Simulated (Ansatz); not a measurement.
C2H6ClGa, triplet, at a GFN2-xTB geometry (such geometries of metal compounds can be far from the true shape) (a higher spin typed on purpose: for a closed-shell molecule this is an excited state), atoms displaced at random by about 0.02 Å a coordinate. Base run: PBE/STO-3G (Ansatz, an electronic-structure program).

Input for Ansatz:
Ansatz 0.2 input:
```yaml
crystal:
  periodic: [false, false, false]
  atoms:
    - {symbol: Ga, position_ang: [-0.21860947, 0.21629882, 0.49248537]}
    - {symbol: C, position_ang: [-1.80964236, -0.90655904, -0.71348669]}
    - {symbol: H, position_ang: [-1.32652941, -1.19511728, -1.66777212]}
    - {symbol: H, position_ang: [-2.69213181, -0.30817679, -0.78947824]}
    - {symbol: H, position_ang: [-2.00456565, -1.80371849, -0.09823717]}
    - {symbol: C, position_ang: [-0.38787436, 1.74011678, -1.21125746]}
    - {symbol: H, position_ang: [-0.12812839, 1.19208623, -2.13618232]}
    - {symbol: H, position_ang: [0.33305001, 2.44690288, -0.95006507]}
    - {symbol: H, position_ang: [-1.38817074, 2.12234322, -1.21309050]}
    - {symbol: Cl, position_ang: [1.65114303, -0.85371677, 0.09479157]}
basis:
  gaussian:
    orbitals: STO-3G
hamiltonian:
  xc: pbe
magnetization: {spin_polarized: true, initial_magnetization: 2}
relax: {}
```

The base run was repeated with changes; each row names its change, and settings that it needs were set with it.

| change | ΔE vs base (kJ/mol) | optimiser steps | core-seconds (rough) |
|---|---|---|---|
| base | 0.00 | 10 | 40 |
| relax = escape_saddle: false | 0.00 | 10 | 30 |
| relax = max_displacement: 0.5 | 0.00 | 11 | 30 |
| relax = max_displacement: 0.02 | 0.01 | 32 | 100 |
| relax = f_tol: 0.0005 | 0.00 | 12 | 40 |
| relax = f_tol: 0.002 | 0.00 | 12 | 50 |
| relax = f_tol: 0.05 | 0.12 | 5 | 20 |
